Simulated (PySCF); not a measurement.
Isomers of C4H11N2PSi, mass 146.043 u with the commonest isotopes. Method: PBE0/pcSseg-1 in PySCF (dipole) on a GFN2-xTB geometry, gas phase. One conformer each, none proved a minimum here; rigid rotors.

Question: Order these by rotational constant A, largest first.
A. `[CH2:1]=[CH:2][CH2:3][Si@@:4]([NH2:5])([PH2:6])[N:7]=[CH2:8]` with C1–C2–C3–Si4 -102°, C2–C3–Si4–N5 64°, C3–Si4–N5–H -175° and -39°, C3–Si4–P6–H -78° and -171°, C3–Si4–N7–C8 -116°
B. `CN1C=CN(C)P1[SiH3]`
C. `[CH2:1]=[N:2][Si@:3]([NH2:4])([PH2:5])[C:6](=[CH2:7])[CH3:8]` with C1–N2–Si3–N4 130°, N2–Si3–N4–H 67° and -68°, N2–Si3–P5–H 67° and 160°, N2–Si3–C6–C7 -24°

Answer: A (1965 MHz), B (1533 MHz), C (1499 MHz).

Question: Order these by rotational constant B, largest first.
A. `[CH2:1]=[CH:2][CH2:3][Si@@:4]([NH2:5])([PH2:6])[N:7]=[CH2:8]` with C1–C2–C3–Si4 -102°, C2–C3–Si4–N5 64°, C3–Si4–N5–H -175° and -39°, C3–Si4–P6–H -78° and -171°, C3–Si4–N7–C8 -116°
B. `[CH2:1]=[N:2][Si@:3]([NH2:4])([PH2:5])[C:6](=[CH2:7])[CH3:8]` with C1–N2–Si3–N4 130°, N2–Si3–N4–H 67° and -68°, N2–Si3–P5–H 67° and 160°, N2–Si3–C6–C7 -24°
C. `CN1C=CN(C)P1[SiH3]`

Answer: C (1531 MHz), B (1200 MHz), A (922.2 MHz).

Question: Order these by radius of gyration √(Σ m r²/M), smallest first.
A. `[CH2:1]=[N:2][Si@:3]([NH2:4])([PH2:5])[C:6](=[CH2:7])[CH3:8]` with C1–N2–Si3–N4 130°, N2–Si3–N4–H 67° and -68°, N2–Si3–P5–H 67° and 160°, N2–Si3–C6–C7 -24°
B. `[CH2:1]=[CH:2][CH2:3][Si@@:4]([NH2:5])([PH2:6])[N:7]=[CH2:8]` with C1–C2–C3–Si4 -102°, C2–C3–Si4–N5 64°, C3–Si4–N5–H -175° and -39°, C3–Si4–P6–H -78° and -171°, C3–Si4–N7–C8 -116°
C. `CN1C=CN(C)P1[SiH3]`

Answer: C (1.991 Å), A (2.105 Å), B (2.222 Å).

```csv
SMILES,point group,Ia (u·Å²),Ib (u·Å²),Ic (u·Å²),κ,μa (D),μb (D),μc (D)
C=CC[Si@@](N)(P)N=C,C1,257.21,547.99,636.60,-0.78,0.34,0.53,1.02
C=N[Si@](N)(P)C(=C)C,C1,337.08,421.05,536.21,-0.07,0.56,0.48,0.89
CN1C=CN(C)P1[SiH3],Cs,329.57,330.06,498.38,0.99,1.80,0.21,0.00
```
